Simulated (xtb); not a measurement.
C2H8N (SMILES C[NH2+]C), charge +1, singlet, at a GFN2-xTB geometry; GFN0-xTB run with xtb.

The xtb input:
```
$ xtb mol.xyz --gfn 0 --chrg 1 --json

# file mol.xyz
11

C      1.13626145     0.51800927    -0.17136574
N      0.11223500    -0.53475827    -0.00839106
C     -1.24753940     0.01218899     0.17968525
H      2.12079925     0.07512594    -0.30685866
H      0.90342083     1.13036038    -1.04048709
H      1.15583745     1.15586555     0.71028992
H      0.35547925    -1.11851683     0.80222890
H      0.11904322    -1.14240726    -0.83770577
H     -1.97014570    -0.79293439     0.29559530
H     -1.27499751     0.64006506     1.06826740
H     -1.52741413     0.61455989    -0.68250961
```

The log (banner, timings and long lists left out):

```
   ID    Z sym.   atoms
    1    6 C      1, 3
    2    7 N      2
    3    1 H      4-11

           -------------------------------------------------
          |                Calculation Setup                |
           -------------------------------------------------

           -------------------------------------------------
          |                 G F N 0 - x T B                 |
           -------------------------------------------------

          ...................................................
          :                      SETUP                      :
          :.................................................:
          :  # basis functions                  28          :
          :  # atomic orbitals                  28          :
          :  # shells                           22          :
          :  # electrons                        20          :
          :  electronic temp.          300.0000000     K    :
          :  accuracy                    1.0000000          :
          :  -> integral cutoff          0.2500000E+02      :
          :  -> integral neglect         0.1000000E-07      :
          ...................................................

         :::::::::::::::::::::::::::::::::::::::::::::::::::::
         ::                     SUMMARY                     ::
         :::::::::::::::::::::::::::::::::::::::::::::::::::::
         :: total energy              -9.933634324162 Eh    ::
         :: gradient norm              0.018994574395 Eh/a0 ::
         :: HOMO-LUMO gap              8.608904013078 eV    ::
         ::.................................................::
         :: H0 energy                -11.393549505650 Eh    ::
         :: repulsion energy           0.168727725167 Eh    ::
         :: electrostat energy         1.317596006012 Eh    ::
         :: -> Gsolv                   0.000000000000 Eh    ::
         ::    -> Gsasa                0.000000000000 Eh    ::
         ::    -> Gshift               0.000000000000 Eh    ::
         :: dispersion energy         -0.001512020773 Eh    ::
         :: short-range corr.         -0.024896528919 Eh    ::
         :: add. restraining           0.000000000000 Eh    ::
         :: total charge               1.000000000000 e     ::
         :::::::::::::::::::::::::::::::::::::::::::::::::::::

           -------------------------------------------------
          |                Property Printout                |
[...]
             Fermi-level            0.0000000 Eh            0.0000 eV

     #   Z          covCN         q      C6AA      α(0)
     1   6 C        3.687    -0.114    25.560     7.320
     2   7 N        3.529    -0.879    44.737    10.015
     3   6 C        3.687    -0.114    25.560     7.320
     4   1 H        0.925     0.219     1.006     1.569
     5   1 H        0.925     0.214     1.030     1.587
     6   1 H        0.925     0.214     1.030     1.587
     7   1 H        0.859     0.406     0.469     1.073
     8   1 H        0.859     0.406     0.469     1.073
     9   1 H        0.925     0.219     1.006     1.569
    10   1 H        0.925     0.214     1.030     1.587
    11   1 H        0.925     0.214     1.030     1.587

 Mol. C6AA /au·bohr⁶  :        586.085556
 Mol. C8AA /au·bohr⁸  :      12441.896005
 Mol. α(0) /au        :         36.285816

Wiberg/Mayer (AO) data.
largest (>0.10) Wiberg bond orders for each atom

 ---------------------------------------------------------------------------
     #   Z sym  total        # sym  WBO       # sym  WBO       # sym  WBO
 ---------------------------------------------------------------------------
     1   6 C    3.942 --     4 H    0.986     6 H    0.985     5 H    0.985
                             2 N    0.974
     2   7 N    3.855 --     1 C    0.974     3 C    0.974     8 H    0.965
                             7 H    0.965
     3   6 C    3.942 --     9 H    0.986    11 H    0.985    10 H    0.985
                             2 N    0.974
     4   1 H    0.983 --     1 C    0.986
     5   1 H    0.982 --     1 C    0.985
     6   1 H    0.982 --     1 C    0.985
     7   1 H    0.968 --     2 N    0.965
     8   1 H    0.968 --     2 N    0.965
     9   1 H    0.983 --     3 C    0.986
    10   1 H    0.982 --     3 C    0.985
    11   1 H    0.982 --     3 C    0.985
 ---------------------------------------------------------------------------

Topologies differ in total number of bonds
Writing topology from bond orders to xtbtopo.mol

 dipole moment from electron density (au)
     X       Y       Z
   0.2086  -0.9941  -0.0156  total (Debye):    2.582

           -------------------------------------------------
          | TOTAL ENERGY               -9.933634324162 Eh   |
          | GRADIENT NORM               0.018994574395 Eh/α |
          | HOMO-LUMO GAP               8.608904013078 eV   |
           -------------------------------------------------

normal termination of xtb
```
